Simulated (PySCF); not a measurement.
System: sum formula H3BNO, net charge 0, doublet state. It need not be the lowest isomer of its formula. SMILES: N[B]O
Coordinates optimised at B3LYP-D3(BJ)/def2-TZVP (Ansatz):
```xyz
6

N     -1.1987    -0.0602    -0.0307
B      0.0683     0.2387     0.4729
O      1.2733     0.0016    -0.0924
H     -2.0408     0.1587     0.4711
H     -1.3644    -0.5115    -0.9221
H      1.2688    -0.4316    -0.9596
```
Charge 0, spin multiplicity 2.

Dispersion corrections to the total energy (kcal/mol) from the dftd3 and dftd4 libraries through PySCF: D3(BJ) without and D4 with the three-body term, each with the damping fitted for the functional named.

| functional | D3(BJ) | D4 |
|---|---|---|
| CAM-B3LYP | -1.16 | (withheld) |
| BLYP | -3.50 | -3.42 |
| TPSS | -2.03 | -2.00 |
| B2GP-PLYP | (withheld) | -0.59 |
| revPBE | -4.48 | -5.51 |
| B3LYP | -2.83 | -2.38 |
| PW6B95 | -0.72 | (withheld) |

Problem. Fill in the missing entries.

Solution. 
- CAM-B3LYP, D4: -1.19
- B2GP-PLYP, D3(BJ): -0.92
- PW6B95, D4: -1.34
